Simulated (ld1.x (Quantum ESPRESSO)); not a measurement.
# iron, PAW: configuration errors across variants

Fe, PAW, made with ld1.x (Quantum ESPRESSO) 7.5 (PBE, fully relativistic). Core [Ar], reference 3d6 4s2 4p0. Waves: 4s (bound): rcut 1.85, rcutus 2.30 bohr; 4s channel at 0.3 Ry: rcut 1.85, rcutus 2.30 bohr; 4p (bound, empty): rcut 2.35, rcutus 3.10 bohr; 4p channel at 0.25 Ry: rcut 2.35, rcutus 3.10 bohr; 3d (bound): rcut 1.60, rcutus 1.90 bohr; 3d channel at 1.2 Ry: rcut 1.60, rcutus 1.90 bohr. Local part: all-electron potential smoothed inside 2.00 bohr (lloc = -2). Core correction: a·sin(br)/r model core, default radius (core density twice the valence density). Augmentation charge: PSQ, radius 1.75 bohr.

Open shells are filled in proportion to 2j + 1 (rel_dist='average').

All-electron excitation energies from the reference (eV): (1) 3d6 4s1 4p0 8.729; (2) 3d6 4s0 4p0 24.932; (3) 3d5 4s2 4p1 8.746; (4) 3d6.5 4s1.5 4p0 -0.727; (5) 3d6 4s0 4p1 13.783.

Tests that are not counted but printed errors over 1 eV. “base”: 3d5 4s0 4p0 (solver errors, printed error -315 eV); 3d4 4s0 4p0 (solver errors, printed error -224 eV). “wave 4p channel at 0.25 Ry: rcut 2.35, rcutus 3.10 bohr becomes 4p channel at -0.16 Ry: rcut 2.35, rcutus 3.10 bohr”: 3d5 4s0 4p0 (solver errors, printed error -315 eV); 3d4 4s0 4p0 (solver errors, printed error -224 eV). “wave 4p channel at 0.25 Ry: rcut 2.35, rcutus 3.10 bohr becomes 4p channel at 0.04 Ry: rcut 2.35, rcutus 3.10 bohr”: 3d5 4s0 4p0 (solver errors, printed error -315 eV); 3d4 4s0 4p0 (solver errors, printed error -224 eV). “wave 4p channel at 0.25 Ry: rcut 2.35, rcutus 3.10 bohr becomes 4p channel at 1.08 Ry: rcut 2.35, rcutus 3.10 bohr”: 3d5 4s0 4p0 (solver errors, printed error -315 eV); 3d4 4s0 4p0 (solver errors, printed error -224 eV). “wave 4p channel at 0.25 Ry: rcut 2.35, rcutus 3.10 bohr becomes 4p channel at 5.66 Ry: rcut 2.35, rcutus 3.10 bohr”: 3d5 4s0 4p0 (solver errors, printed error -315 eV); 3d4 4s0 4p0 (solver errors, printed error -224 eV).

Errors AE − PS in meV (a dash: test not solved or not reliable):

```tsv
change	(1)	(2)	(3)	(4)	(5)	bound ghosts
base	-2.1	-11	-164	-23	-4.6	not determined
wave 4p channel at 0.25 Ry: rcut 2.35, rcutus 3.10 bohr becomes 4p channel at -0.16 Ry: rcut 2.35, rcutus 3.10 bohr	-2.1	-11	-164	-23	-4.4	not determined
wave 4p channel at 0.25 Ry: rcut 2.35, rcutus 3.10 bohr becomes 4p channel at 0.04 Ry: rcut 2.35, rcutus 3.10 bohr	-2.1	-11	-164	-23	-4.5	not determined
wave 4p channel at 0.25 Ry: rcut 2.35, rcutus 3.10 bohr becomes 4p channel at 1.08 Ry: rcut 2.35, rcutus 3.10 bohr	-2.1	-11	-165	-23	-4.8	not determined
wave 4p channel at 0.25 Ry: rcut 2.35, rcutus 3.10 bohr becomes 4p channel at 5.66 Ry: rcut 2.35, rcutus 3.10 bohr	-2.1	-11	-164	-23	+0.6	not determined
```

(1) Give the same row for: wave 4p channel at 0.25 Ry: rcut 2.35, rcutus 3.10 bohr becomes 4p channel at 2.88 Ry: rcut 2.35, rcutus 3.10 bohr.

Results:

(1) -2.1, -11, -166, -23, -3.9; bound ghosts: not determined. Not counted: 3d5 4s0 4p0 (solver errors, printed error -315 eV); 3d4 4s0 4p0 (solver errors, printed error -224 eV).
